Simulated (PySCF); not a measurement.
C₄H₄ClI. Atoms are numbered in the order given.

```xyz
10

C     -1.9449     2.6946     0.0000
C     -1.2924     1.5264     0.0000
C      0.1535     1.3625     0.0000
Cl     1.1132     2.8179     0.0000
C      0.8358     0.2037     0.0000
I     -0.0201    -1.6938     0.0000
H     -1.4090     3.6468     0.0000
H     -3.0365     2.7210     0.0000
H     -1.8531     0.5870     0.0000
H      1.9261     0.1897     0.0000
```
Charge 0, spin multiplicity 1.

Geometry: PBE0-D3(BJ)/def2-SVP. The def2 effective core potentials stand for the cores of I; spin–orbit coupling is left out. Other conformers were not sampled.

Computed with CAM-B3LYP/def2-TZVP (PySCF).

ESP charges are fitted to the potential on shells at 1.4 to 2.0 van der Waals radii. Atomic charges (e):

```csv
atom,Löwdin,ESP fit,Mulliken
C1,-0.18,-0.49,-0.27
C2,-0.21,0.02,-0.13
C3,-0.48,0.17,0.07
Cl4,0.41,-0.10,-0.09
C5,-0.43,-0.38,-0.23
I6,0.35,0.02,0.05
H7,0.13,0.21,0.14
H8,0.13,0.21,0.14
H9,0.15,0.11,0.15
H10,0.14,0.24,0.16
```

**Question.** Give the Mayer and Wiberg (Löwdin basis) orders of the bonds. (The exact figures need the calculation; the answer reports its results.)

**Answer.** 
```
bond    Mayer  Wiberg
------  -----  ------
C1–C2    1.84    2.11
C2–C3    1.04    1.28
C3–Cl4   1.06    1.59
C3–C5    1.76    1.99
C5–I6    1.12    1.50
C1–H7    0.96    0.88
C1–H8    0.97    0.89
C2–H9    0.94    0.80
C5–H10   0.95    0.86
```
